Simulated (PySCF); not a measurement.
HSi, SMILES [SiH] (connectivity only; charge and spin as stated), neutral, multiplicity 2.

Geometry optimised at r2SCAN-D4/def2-TZVPD.

Two levels are set side by side: PBE/def2-TZVPD (PySCF) and PBE0/def2-TZVPD (PySCF). Same geometry, gas phase. Differences are taken from unrounded values.

| quantity | PBE0 |
|---|---|
| α-spin orbital gap (eV) | 2.27 |
| β-spin orbital gap (eV) | 4.61 |
| dipole moment (D) | 0.14 |

Problem. What does PBE give, and how far is it from PBE0? (An estimate is asked for; the answer gives what the named calculation found.)

Solution. 
| quantity | PBE | PBE minus PBE0 |
|---|---|---|
| α-spin orbital gap (eV) | 0.30 | -1.97 |
| β-spin orbital gap (eV) | 2.62 | -1.99 |
| dipole moment (D) | 0.10 | -0.04 |

Rough cost on one machine, each run with all the roots and properties that it gave: PBE0 against PBE within a factor of 2.
